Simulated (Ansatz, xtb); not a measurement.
# A geometry optimisation of B2FHOSi with r2SCAN-D4/def2-SVP

The starting geometry of this gas-phase singlet was built from a drawn formula by distance geometry and a force field; its bonds are those of `OB1B=[Si]1F`.

```xyz
6

B    -1.3140    0.1587   -0.6724
B    -1.4350    1.7840   -0.5673
F     1.4902    1.4830    0.9381
O    -1.8238   -1.2005   -0.9628
Si    0.0090    1.2756    0.1646
H    -1.4455   -1.3817   -1.8647
```

Predict what becomes of its bonds when it is optimised with r2SCAN-D4/def2-SVP.

It keeps its bonds, and is `OB1B=[Si]1F`.

The energy falls by 0.76 eV over 21 steps:

| step | E − E(last) (eV) |
| --- | --- |
| 1 | 0.758 |
| 3 | 0.055 |
| 5 | 0.032 |
| 8 | 0.011 |
| 10 | 0.005 |
| 12 | 0.002 |
| 14 | 0.000 |
| 17 | 0.000 |
| 19 | 0.000 |
| 21 | 0.000 |

Final geometry (Å):

```xyz
6

B    -1.1957    0.1014   -0.7877
B    -1.4499    1.6743   -0.6584
F     1.4248    1.5252    1.1128
O    -1.3473   -1.1891   -1.0977
Si    0.0878    1.3835    0.2124
H    -2.0389   -1.3761   -1.7457
```

From the same start GFN2-xTB ends elsewhere, differing in B1–Si5 (3.23 against 2.07 Å here).

No frequencies were run, so the end isn't proven a minimum. Run with Ansatz 0.2.0, 32 s on 1 thread of Intel(R) Xeon(R) 6975P-C (Granite Rapids), on a shared host.
